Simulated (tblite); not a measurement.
A geometry optimisation, step by step.

Species: C9H7 (doublet state).
Atom-mapped SMILES: `[C:1]#[C:2]/[C:3](=[CH:4]\[C:5]#[CH:6])[C:7](=[CH2:8])[CH3:9]` (hydrogens: H10 on C4; H11 on C6; H12, H13 on C8; H14, H15, H16 on C9)
Bond orders are those of one Lewis drawing.

Computed with GFN2-xTB (tblite), gas phase: L-BFGS steps from a force-field or distance-geometry start until the largest atomic force falls under 0.01 eV/Å. 4 of its 79 geometries are shown.

Step 0: E = -612.8754 eV, largest atomic force 2.838 eV/Å
```
atom  x, y, z in Å  |  force x, y, z in eV/Å
C1      1.347    0.436    2.896   -1.142  -0.442  -2.560
C2      0.856    0.248    1.779    1.040   0.430   2.534
C3      0.311    0.033    0.482   -1.416   0.236   0.951
C4      1.136   -0.129   -0.542    2.429  -0.224  -0.412
C5      2.553   -0.119   -0.317   -0.355  -0.016  -0.502
C6      3.753   -0.104   -0.171   -0.266   0.010  -0.108
C7     -1.149    0.032    0.332    0.239  -0.042   0.733
C8     -1.912    0.214    1.403   -0.568   0.188   1.345
C9     -1.835   -0.178   -0.966   -0.619   0.450  -0.796
H10     0.765   -0.296   -1.531    0.166  -0.064  -0.379
H11     4.807   -0.081   -0.047   -0.473  -0.024   0.014
H12    -3.006    0.211    1.359    0.558   0.016  -0.085
H13    -1.498    0.368    2.409   -0.160  -0.112  -0.649
H14    -2.759    0.454   -0.935    0.708  -0.541  -0.317
H15    -1.207    0.148   -1.817   -0.538  -0.351   0.336
H16    -2.171   -1.226   -1.079    0.396   0.485  -0.106
```

Step 26: E = -613.1459 eV, largest atomic force 0.214 eV/Å
```
atom  x, y, z in Å  |  force x, y, z in eV/Å
C1      1.304    0.528    2.841   -0.027  -0.018  -0.051
C2      0.830    0.099    1.810    0.093   0.078   0.176
C3      0.278    0.013    0.508   -0.074  -0.029  -0.035
C4      1.144   -0.148   -0.530    0.016  -0.016  -0.036
C5      2.528   -0.109   -0.361    0.006  -0.054   0.017
C6      3.723   -0.097   -0.213    0.072  -0.002  -0.007
C7     -1.175    0.057    0.385   -0.074   0.003  -0.095
C8     -1.936    0.235    1.466   -0.072  -0.006   0.099
C9     -1.806   -0.138   -0.968   -0.029  -0.031  -0.018
H10     0.796   -0.357   -1.530   -0.021   0.002  -0.048
H11     4.763   -0.092   -0.077    0.004   0.020  -0.011
H12    -3.013    0.246    1.410    0.055   0.041  -0.040
H13    -1.502    0.371    2.443   -0.016  -0.008  -0.028
H14    -2.767    0.370   -1.017    0.013  -0.015   0.066
H15    -1.190    0.233   -1.783    0.003   0.037   0.063
H16    -1.986   -1.202   -1.128    0.050  -0.004  -0.051
```

Step 52: E = -613.1987 eV, largest atomic force 0.029 eV/Å
```
atom  x, y, z in Å  |  force x, y, z in eV/Å
C1      1.300    0.615    2.855   -0.002   0.007  -0.002
C2      0.817    0.128    1.856    0.000   0.004   0.001
C3      0.266   -0.039    0.558   -0.006   0.016  -0.011
C4      1.120   -0.271   -0.478   -0.008  -0.003  -0.009
C5      2.509   -0.212   -0.355   -0.003   0.012   0.011
C6      3.708   -0.126   -0.280    0.005  -0.027   0.008
C7     -1.185    0.047    0.407   -0.009  -0.013   0.003
C8     -1.968    0.265    1.465   -0.002  -0.003   0.011
C9     -1.757   -0.100   -0.973    0.001  -0.011   0.002
H10     0.744   -0.535   -1.457   -0.004   0.007  -0.018
H11     4.752   -0.066   -0.197    0.009  -0.002  -0.003
H12    -3.037    0.353    1.368    0.008  -0.024   0.001
H13    -1.558    0.373    2.454   -0.008   0.019   0.001
H14    -2.835    0.044   -0.948    0.016   0.006   0.004
H15    -1.325    0.632   -1.654   -0.007  -0.005   0.010
H16    -1.557   -1.098   -1.364    0.009   0.016  -0.011
```

Step 78: E = -613.2019 eV, largest atomic force 0.008 eV/Å
```
atom  x, y, z in Å  |  force x, y, z in eV/Å
C1      1.295    0.685    2.841    0.000   0.001  -0.003
C2      0.820    0.177    1.848    0.001   0.001  -0.001
C3      0.267   -0.001    0.552    0.000  -0.001  -0.002
C4      1.121   -0.230   -0.485    0.002  -0.001   0.001
C5      2.510   -0.204   -0.355    0.003   0.000   0.000
C6      3.712   -0.183   -0.272    0.001  -0.003   0.000
C7     -1.186    0.051    0.408   -0.001   0.002  -0.001
C8     -1.971    0.237    1.471    0.000   0.001   0.000
C9     -1.757   -0.101   -0.971   -0.002  -0.002  -0.002
H10     0.745   -0.476   -1.470    0.001  -0.002   0.004
H11     4.757   -0.168   -0.184    0.000   0.002   0.001
H12    -3.043    0.279    1.379    0.002  -0.002  -0.001
H13    -1.562    0.362    2.458   -0.002  -0.003   0.000
H14    -2.840   -0.010   -0.939    0.002   0.006  -0.001
H15    -1.365    0.667   -1.638   -0.006   0.003   0.004
H16    -1.509   -1.077   -1.387    0.000  -0.002   0.003
```

Problem. Summarise the path.

Solution. The energy falls by 31.50 kJ/mol from step 0 to step 78; nine tenths of that is first reached at step 37. It rises by more than 0.2 meV at step 1. The largest force goes from 2.838 to 0.008 eV/Å. Among the bonds C4–C5 changes most (a near tie, within 0.001 Å, with another), from 1.435 to 1.396 Å; the atoms move by 0.289 Å rms after alignment.

Problem. Follow the three bonds and two angles with the largest change from start to end.

Solution. 
| step | E above end (kJ/mol) | largest force (eV/Å) | C4–C5 (Å) | C3=C4 (Å) | C9–H14 (Å) | C1–C2–C3 (°) | C3–C7–C9 (°) |
| --- | --- | --- | --- | --- | --- | --- | --- |
| 0 | 31.50 | 2.838 | 1.435 | 1.324 | 1.120 | 179.1 | 123.4 |
| 3 | 14.34 | 0.597 | 1.404 | 1.349 | 1.090 | 179.2 | 122.4 |
| 7 | 11.20 | 0.198 | 1.399 | 1.353 | 1.087 | 178.7 | 121.4 |
| 10 | 10.36 | 0.110 | 1.400 | 1.358 | 1.090 | 178.1 | 120.6 |
| 14 | 9.52 | 0.179 | 1.400 | 1.358 | 1.087 | 176.9 | 119.5 |
| 17 | 8.34 | 0.513 | 1.398 | 1.357 | 1.086 | 170.7 | 118.2 |
| 20 | 6.66 | 0.165 | 1.399 | 1.363 | 1.088 | 166.1 | 118.8 |
| 24 | 5.73 | 0.102 | 1.395 | 1.362 | 1.088 | 163.3 | 119.7 |
| 27 | 5.20 | 0.170 | 1.395 | 1.362 | 1.088 | 162.1 | 119.0 |
| 31 | 4.26 | 0.211 | 1.399 | 1.365 | 1.085 | 159.4 | 118.3 |
| 34 | 3.62 | 0.155 | 1.397 | 1.364 | 1.088 | 158.4 | 118.2 |
| 37 | 2.82 | 0.181 | 1.393 | 1.363 | 1.090 | 160.1 | 118.2 |
| 41 | 1.62 | 0.201 | 1.397 | 1.363 | 1.084 | 160.5 | 117.9 |
| 44 | 0.90 | 0.080 | 1.394 | 1.362 | 1.086 | 160.8 | 117.6 |
| 47 | 0.51 | 0.065 | 1.396 | 1.363 | 1.086 | 162.5 | 117.5 |
| 51 | 0.32 | 0.029 | 1.396 | 1.363 | 1.087 | 162.8 | 117.9 |
| 54 | 0.28 | 0.034 | 1.395 | 1.363 | 1.087 | 163.0 | 117.9 |
| 58 | 0.22 | 0.028 | 1.396 | 1.363 | 1.087 | 162.9 | 117.8 |
| 61 | 0.20 | 0.018 | 1.396 | 1.363 | 1.087 | 162.8 | 117.7 |
| 64 | 0.18 | 0.029 | 1.396 | 1.363 | 1.087 | 163.1 | 117.7 |
| 68 | 0.12 | 0.037 | 1.397 | 1.363 | 1.087 | 162.5 | 117.7 |
| 71 | 0.04 | 0.037 | 1.396 | 1.363 | 1.087 | 162.0 | 117.7 |
| 75 | 0.01 | 0.023 | 1.396 | 1.362 | 1.087 | 162.5 | 117.7 |
| 78 | 0.00 | 0.008 | 1.396 | 1.363 | 1.087 | 162.3 | 117.7 |

What follows is the cost of the whole relaxation. On one thread, Arm Neoverse V1 (aarch64), shared host, this took 0.54 s wall.
